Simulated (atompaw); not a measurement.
LDA (PW92) PAW (atompaw) dataset for C (Z = 6), non-relativistic all-electron reference.

atompaw 4.2.0.5 input, output lines left out:

```
C 6
LDA-PW loggrid 1500 logderivrange -3 5 201
2 2 0 0 0 0
2 1 2
0 0 0
c
v
v
1
2.70 2.55 2.00 1.90
y
2.2
n
y
2.65
n
custom rrkj vanderbiltortho besselshape
bessel
2.70
2.70
2.70
2.70
```

Results:

```json
{
  "Cutoffs needed": "8 Ry and 12 Ry (the cutoffs (Ry, on a coarse ladder) from which the occupation-weighted sum of valence levels, in a spherical-Bessel basis at the reference potential, stays within 10 and 1 mRy of its value at 400 Ry)",
  "Ghost test": "no extra level below or beside the all-electron valence levels (s, p, d, f tested) (spherical-Bessel basis up to 400 Ry, 20 bohr box)",
  "Lowest eigenvalue of the overlap operator": "0.85 (s channel)",
  "Overlap eigenvalues printed by atompaw (projector basis)": "0.499, 1.01, 2.87, 166",
  "Share of each valence orbital outside the PAW sphere": "2s 8 %, 2p 16 %"
}
```

Generation and tests took about 0.23 s on one core of a shared server CPU.
